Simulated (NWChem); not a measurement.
Species: SiHOF₃; SMILES O[Si](F)(F)F

```xyz
6

O      0.9244    -1.3423     0.0055
Si    -0.0055    -0.0179     0.0000
F      0.2548     0.9037    -1.2780
F     -1.5249    -0.4860    -0.0099
F      0.2384     0.9030     1.2816
H      1.8815    -1.2565     0.0115
```
Atoms are numbered in this order, from 1.

Program: NWChem. Pople sets run with spherical d functions. Geometry: optimised at PBE0/def2-SVP. Static field.

For level B3LYP/6-31+G*:

* **isotropic polarisability (bohr³)**: 24.4

Q: What are these values for level PBE/6-31+G*?

A: isotropic polarisability (bohr³): 26.1
